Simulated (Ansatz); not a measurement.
Program: Ansatz 0.2.0.

A structure relaxed at PBE0-D4/def2-TZVP, charge 0, multiplicity 1:

Cartesian coordinates in Å:
```
C 0.515 1.480 -1.841
O 0.379 0.490 -0.843
Si 0.031 0.765 0.716
F -1.331 1.583 0.816
O -0.142 -0.659 1.443
Si -0.471 -2.252 1.209
H 1.275 2.221 -1.569
H 0.825 0.989 -2.764
H -0.434 1.995 -2.017
H 1.058 1.571 1.396
H -0.738 -2.853 2.537
H 0.696 -2.919 0.582
H -1.662 -2.410 0.336
```

Give its formula and SMILES.

CH7FO2Si2, `CO[SiH](F)O[SiH3]`.

Point group (tolerance 0.08 Å, 0.16 Å for H)?

C1.

Summarise the bond lengths by kind.

1 × C–O 1.412 Å; 3 × C–H 1.090 to 1.095 Å; 3 × O–Si 1.608 to 1.644 Å; 1 × F–Si 1.592 Å; 4 × H–Si 1.472 to 1.484 Å.
